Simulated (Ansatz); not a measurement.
Correlation energies of CH₄FNO₂Si (`NC1(F)O[SiH2]O1`) by basis set

```xyz
10

N     0.4473    1.1441   -1.2482
C     0.5077    0.4493   -0.0381
F     1.4866    1.0067    0.7093
O     0.7331   -0.9242   -0.2137
Si   -0.5801   -1.2358    0.7754
O    -0.6843    0.4249    0.7629
H    -0.2961    0.7986   -1.8375
H     0.3465    2.1375   -1.0920
H    -0.2631   -1.8631    2.0760
H    -1.6975   -1.9380    0.1060
```

The species carries charge 0 and has multiplicity 1. The geometry is a stationary point of PBE0-D4/def2-TZVP. It is one conformer, not always the lowest. Frozen core, restricted reference, the Gaussian-basis code of Ansatz. CBS rows extrapolate triple and quadruple zeta; past MP2 they add the triple-zeta difference.

```csv
basis,HF (Eh),MP2 corr.
def2-TZVPP,-632.97986,-1.19572
def2-QZVPP,-633.00498,-1.29286
```

Estimate the CCSD correlation energy and the (T) correction in each basis where they were run (hartree).


```
     basis  CCSD corr.       (T)
def2-TZVPP    -1.21609  -0.04609
 CBS(def2)    -1.38518     as TZ
```
